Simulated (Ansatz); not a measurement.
Molecule: sum formula BNHCl2 (charge -1, singlet). It need not be the lowest isomer of its formula. Whether it binds its extra electron was not tested at this geometry. 
Geometry from a B3LYP-D3(BJ)/def2-TZVP (Ansatz, an electronic-structure program) optimisation:
SMILES: ClB(Cl)[NH-]
```xyz
5

N     -1.6446    -0.9025     0.0293
B     -0.4763    -0.2659     0.0080
Cl     1.1522    -1.1265    -0.1995
Cl    -0.1915     1.5929     0.1761
H     -2.4375    -0.2803     0.1510
```
Charge -1, spin multiplicity 1.

Basis-set convergence of Hartree-Fock and CCSD correlation energies (hartree) with Ansatz. Correlated levels leave the core frozen unless marked. No spin-orbit coupling. Non-relativistic.

```
basis            functions       E(HF)  E(corr, CCSD)
---------------  ---------  ----------  -------------
aug-cc-pV(D+d)Z        119  -998.88061       -0.60718
aug-cc-pV(T+d)Z        225  -998.92095       -0.74721
aug-cc-pV(Q+d)Z        384  -998.93199       -0.79449
```

Extrapolating the two largest sets (X = 3 and 4) as X^-3: E(corr) = (64·(-0.79449) - 27·(-0.74721))/37 = -0.8290 Eh, an estimate of the basis-set limit. The largest set recovers 95.8 % of it, the smallest 73.2 %.
